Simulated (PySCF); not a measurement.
# Single point on CdSi⁻

State: ⁴Σ⁻ (quartet), unpaired electrons σ ↑, π ↑↑.

An equivalent input (the run itself took its basis sets from the Basis Set Exchange, started from a PBE0 density and held the occupation σ 9α 8β, πx 4α 3β, πy 4α 3β, δx 1α 1β, δy 1α 1β):

```python
from pyscf import gto, dft
mol = gto.M(atom='Cd 0 0 0; Si 0 0 2.709', basis={'Cd': 'def2-SVPD', 'Si': 'def2-SVPD'}, ecp={'Cd': 'def2-SVPD'},
            charge=-1, spin=3, verbose=4, symmetry='C2v')
mf = dft.UKS(mol, xc='R2SCAN')
mf.grids.atom_grid = (80, 434)
mf.grids.prune = dft.gen_grid.treutler_prune
mf.irrep_nelec = {'A1': (10, 9), 'A2': (1, 1), 'B1': (4, 3), 'B2': (4, 3)}
mf.conv_tol = 1e-9
mf.max_cycle = 60
mf.diis_space = 10
mf.kernel()
```

The log (some set-up lines and the per-cycle HOMO/LUMO lines removed):

```
******** <class 'pyscf.dft.uks_symm.SymAdaptedUKS'> ********
method = SymAdaptedUKS
damping factor = 0
level_shift factor = 0
DIIS = <class 'pyscf.scf.diis.CDIIS'>
diis_start_cycle = 1
diis_space = 10
diis_damp = 0
SCF conv_tol = 1e-09
SCF conv_tol_grad = None
SCF max_cycles = 60
number electrons alpha = 19  beta = 16
Set gradient conv threshold to 3.16228e-05
init E= -457.120937994163
cycle= 1 E= -457.121560621106  delta_E= -0.000623  |g|= 0.00926  |ddm|= 0.189
cycle= 2 E= -457.12123645763  delta_E= 0.000324  |g|= 0.0199  |ddm|= 0.072
cycle= 3 E= -457.121679771313  delta_E= -0.000443  |g|= 0.0012  |ddm|= 0.0455
cycle= 4 E= -457.121681831159  delta_E= -2.06e-06  |g|= 0.000456  |ddm|= 0.00508
cycle= 5 E= -457.121682047775  delta_E= -2.17e-07  |g|= 0.000246  |ddm|= 0.00182
cycle= 6 E= -457.1216820858  delta_E= -3.8e-08  |g|= 4.53e-05  |ddm|= 0.000659
cycle= 7 E= -457.121682091872  delta_E= -6.07e-09  |g|= 1.97e-05  |ddm|= 0.000355
cycle= 8 E= -457.121682092348  delta_E= -4.76e-10  |g|= 1.03e-05  |ddm|= 0.000105
Extra cycle  E= -457.121682092206  delta_E= 1.43e-10  |g|= 1.49e-05  |ddm|= 6.25e-05
converged SCF energy = -457.121682092206  <S^2> = 3.7588244  2S+1 = 4.0044097
```

Repeating this along the bond gives Re = 2.670 Å and ωe = 188 cm⁻¹.

A point of this curve took 1.2 CPU seconds beside 0.14 for the integrals (shared host).

Spin–orbit coupling is left out. The highest Kohn–Sham level is positive in this anion. Much of that is self-interaction error, but it also means that the finite basis helps to hold the extra electron. The state was picked by a PBE0 search and need not be the measured ground state.
